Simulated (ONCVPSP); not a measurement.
## Before and after: ONCV potential for Ce

* Element: cerium (Ce)
* Generator: ONCVPSP 4.0.1
* Type: optimised norm-conserving Vanderbilt (ONCV)
* Functional: PBEsol
* Relativity: scalar-relativistic
* Frozen core: [Kr] 4d10
* Valence charge: 12
* Reference configuration: 4f1 5s2 5p6 5d1.5 6s1.5
* Partial waves: 5s+6s: rc 2.70 bohr, ncon 4, nbas 8, qcut 5 1/bohr, 2 projectors; 5p: rc 3.00 bohr, ncon 5, nbas 8, qcut 4.2 1/bohr, 2 projectors, debl 3.4 Ha; 5d: rc 2.50 bohr, ncon 3, nbas 6, qcut 3.6 1/bohr, 2 projectors, debl 2.1 Ha; 4f: rc 1.50 bohr, ncon 4, nbas 8, qcut 9.4 1/bohr, local
* Local potential: the f channel
* Core correction: none

Change: f: qcut 9.1.

Cutoffs: the cutoffs (Ha) at which the residual kinetic energy of the hardest occupied pseudo-wave falls to 1 and 0.1 mHa per electron; they do not see the model core or the augmentation charge, which bear on the density cutoff. Errors are all-electron minus pseudo energies relative to the spin-unpolarised reference configuration.

Task: Predict the effect on cutoff, ghosts and configuration errors.

Result: The potential gets harder (54 Ha and 118 Ha → 76 Ha and 122 Ha); both files keep a bound ghost (s); the errors of the 4 common tests hardly move.

```tsv
quantity	base	changed
cutoff, loose	54 Ha	76 Ha
cutoff, tight	118 Ha	122 Ha
loose cutoff by channel	s 7.3 Ha, p 5.2 Ha, d 5.7 Ha, f 54 Ha	s 7.3 Ha, p 5.2 Ha, d 5.7 Ha, f 76 Ha
bound ghosts	s	s
GHOST(+) flags under 300 eV	p at 25.7 eV, d at 148.7 eV	p at 33.4 eV, d at 151.8 eV
error for 4f1 5s2 5p6 5d1 6s2, meV [ΔE -0.40 eV]	-0.4	-0.5
error for 4f1 5s2 5p6 5d1 6s1, meV [ΔE 5.70 eV]	-0.5	-0.5
error for 4f1 5s2 5p6 5d1 6s0, meV [ΔE 16.74 eV]	-2.5	-2.5
error for 4f1 5s2 5p6 5d1 6s1 6p1, meV [ΔE 2.08 eV]	+18	+16
s: phases at 2.74 bohr within 0.05 rad from the reference energy up to (Ha; the scan ends near 5)	3.1	3.1
p: phases at 3.05 bohr within 0.05 rad from the reference energy up to (Ha; the scan ends near 5)	0.2	0.2
d: phases at 2.54 bohr within 0.05 rad from the reference energy up to (Ha; the scan ends near 5)	4.9	to the end of the scan
f: phases at 1.53 bohr within 0.05 rad from the reference energy up to (Ha; the scan ends near 5)	0.5	0.5
```

 A true bound ghost makes a file unfit for plane-wave use even where its test errors are small: the radial tests pick states by their node count and pass the ghost by.
